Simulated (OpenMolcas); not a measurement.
A run on Cu3+ with 5 ligands (fluoride) in square pyramidal coordination (C4v) at 1.79 Å, the axial distance 1.665 Å. A charge of +0.4 e stands 2.8 Å behind each ligand. Ligand basis ANO-RCC-VDZP.

| Quantity | Value |
| --- | --- |
| Program | OpenMolcas 26.06 |
| Method | SS-CASPT2, IPEA 0.25 Eh, imaginary shift 0.1 Eh (closed shells correlated: 3s 3p and the ligand valence shells) |
| Basis | ANO-RCC-VTZP [6s5p3d2f1g] |
| Scalar Hamiltonian | DKH2, point nucleus |
| Active space | 8 electrons in 10 orbitals (3d 4d) |
| State averaging | 2S+1 = 3 even, 10 roots; 2S+1 = 1 even, 15 roots |
| Spin-orbit coupling | RASSI with atomic mean-field integrals over the reference wave functions |

First CASPT2 step and the start of its output:

```
&CASPT2
Multistate=10 1 2 3 4 5 6 7 8 9 10
NoMult
Frozen=10
IPEA=0.25
Imaginary=0.1
MaxIter=60
WThr=0.0 0.3 0.05
PrWF=0.5
NoMix
```

```
--- CASPT2 ---
Orbital specifications:
      -----------------------

      Symmetry species                           1
                                                 a
      Frozen orbitals                           10
      Inactive orbitals                         24
      Active orbitals                           10
      Secondary orbitals                        85
      Deleted orbitals                           0
      Number of basis functions                129
Type of calculation                        SS-CASPT2
      Fock operator                              state-specific
      IPEA shift                                 0.25
      Real shift                                 0.00
      Imaginary shift                            0.10
      The input orbitals will be transformed to quasi-canonical
Reference energy:       -2151.5369477230
      E2 (Non-variational):      -1.6580453735
      Shift correction:          -0.0012215836
      E2 (Variational):          -1.6592669570
      Total energy:           -2153.1962146801
      Residual norm:              0.0000007010
      Reference weight:           0.74711
      Contributions to the CASPT2 correlation energy
      Active & Virtual Only:         -0.1237112129
      One Inactive Excited:          -0.3573454935
      Two Inactive Excited:          -1.1769886671
Reference energy:       -2151.4892485340
      E2 (Non-variational):      -1.6451836885
      Shift correction:          -0.0015551007
      E2 (Variational):          -1.6467387893
      Total energy:           -2153.1359873232
      Residual norm:              0.0000003780
      Reference weight:           0.74727
      Contributions to the CASPT2 correlation energy
      Active & Virtual Only:         -0.1224938321
...
```

Over all roots the printed reference weights run from 0.29 to 0.75, and roots that are degenerate in the reference spread by up to 0.04 cm-1.

Task: Did the run give usable levels, and if not, why?

Result: No. The equations converged, but the reference weight falls to 0.29 for at least one root against 0.75 for the best. A drop of that size marks an intruder state, so the energies of such roots and the levels built on them can't be trusted.
